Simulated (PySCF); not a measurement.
1-bromo-1,1-dichloroethane (C₂H₃BrCl₂), SMILES CC(Cl)(Cl)Br. Geometry: B3LYP-D3(BJ)/def2-SVP.

Calculation: B3LYP-D3(BJ)/def2-SVP (PySCF 2.14.0).

Harmonic wavenumbers (cm⁻¹): 201, 210, 284, 313, 323, 338, 489, 652, 696, 1083, 1084, 1092, 1394, 1451, 1452, 3053, 3152, 3161. Rotational constants (GHz): 2.287, 1.429, 1.150; symmetry number 1.

Q: Work out the zero-point energy and the ideal-gas rigid-rotor harmonic-oscillator thermochemistry at 298.15 K and 1 atm.

A: ZPE = ½ Σ hcν = ½ × 20428 cm⁻¹ = 29.20 kcal/mol. H − E(el) = 33.64 kcal/mol. Entropy in cal/(mol K): translation 41.43, rotation 28.84, vibration 11.15, total 81.42. G − E(el) = 9.36 kcal/mol. Cp = 22.39 cal/(mol K).
